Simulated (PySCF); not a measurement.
From one molecule to another.

First species: C₈H₈P₂.
SMILES: `C#Cc1pcc(C)c(C)p1`

Second species: C₄H₉FS₂Si.
SMILES: `CS[C@H]([SiH2]F)C(C)=S`

Levels: PBE0/pcSseg-1 for dipole moment, HOMO energy, LUMO energy and HOMO–LUMO gap; GFN2-xTB for rotational constant A and rotational constant C. Geometries: GFN2-xTB. All species are isolated and taken at one optimised geometry, non-relativistic unless stated. Electronic properties by PySCF.

Dipoles, sizes and rotational constants follow the conformer. The torsions of the flexible species, by atom-mapped SMILES:
- `[CH3:1][S:2][C@H:3]([SiH2:4][F:5])[C:6]([CH3:7])=[S:8]`: C1–S2–C3–Si4 -161°, S2–C3–Si4–F5 -67°, S2–C3–C6–C7 37°

```csv
property,column X,column Y
dipole moment,2.90 D,2.03 D
HOMO energy,-6.84 eV,-6.38 eV
LUMO energy,-2.13 eV,-2.17 eV
HOMO–LUMO gap,4.71 eV,4.21 eV
rotational constant A,1.822 GHz,1.125 GHz
rotational constant C,0.541 GHz,0.707 GHz
```

**Question.** Which column belongs to which species?

**Answer.** Column X is the first species and column Y the second. The first has 18 atoms and 86 electrons, the second 17 and 88.

**Question.** How does each property change from the first species to the second?

**Answer.** dipole moment -0.87 D; HOMO energy +0.46 eV; LUMO energy -0.04 eV; HOMO–LUMO gap -0.50 eV; rotational constant A -0.697 GHz; rotational constant C +0.166 GHz.

On the first: A dipole of 2.90 D is allowed in Cs, and pure rotational transitions are dipole-allowed. The dipole matches unit charges of opposite sign 0.60 Å apart (1 e·Å = 4.8032 D).

On the second: In atomic units the dipole is 0.80 e·bohr (1 au = 2.5417 D).
